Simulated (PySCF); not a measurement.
Telling isomers of C₄H₂F₃NO apart by NMR

Computed data (PySCF 2.14): GFN2-xTB geometry, NMR shieldings at PBE0/pcSseg-1/GIAO. Gas phase, single conformer, relativity neglected, fast rotation and ring inversion assumed for equivalent nuclei.

Referencing at the same level of theory: 1H, 13C vs TMS. Splittings of carbon signals by F and P are missing where no couplings were computed. Where no couplings were computed, multiplicities follow the n + 1 count of equivalent neighbours, and m marks all less simple cases (inequivalent or close neighbours, rings, F or P nearby). Shifts are as computed. Against solution values, carbons near 30 ppm lie about +3 ppm off and those near 130 ppm about +5 ppm. Of 1211 compounds with measured shifts, 218 miss one by over three times the rms of a fit or turn the order of signals round; such compounds aren't used in these exercises.

(1) Tabulate the signals of `N#C/C=C(\F)OC(F)F`, `N#C[C@@]1(F)O[C@H]1C(F)F` and their relative energies.

(2) What is the quickest way to tell N#C/C=C(\F)OC(F)F from N#C[C@@]1(F)O[C@H]1C(F)F?

## Answers

(1) 
| SMILES | carbon types | δC | δH | E rel. (kcal/mol) |
| --- | --- | --- | --- | --- |
| N#C/C=C(\F)OC(F)F | 2×C 2×CH | 174.9, 119.6, 115.4, 64.4 | 7.18 (m, 1H), 4.47 (m, 1H) | 0.0 |
| N#C[C@@]1(F)O[C@H]1C(F)F | 2×C 2×CH | 121.7, 115.9, 80.5, 62.3 | 5.84 (m, 1H), 3.55 (m, 1H) | 19.7 |

Energies are electronic energies at PBE0/pcSseg-1 on these geometries, without zero-point or thermal terms, each for the one conformer computed, which needn't be the lowest.

(2) Both give the same number of carbon signals, with the same numbers of each carbon type, so the positions decide. The first has an alkene carbon bearing oxygen (C) at 174.9 ppm, the second an epoxide ring carbon (C) at 80.5 ppm. Their most deshielded carbons lie at 174.9 and 121.7 ppm. In the proton spectra the most deshielded non-exchanging signals are 7.18 (m, 1H) and 5.84 (m, 1H).
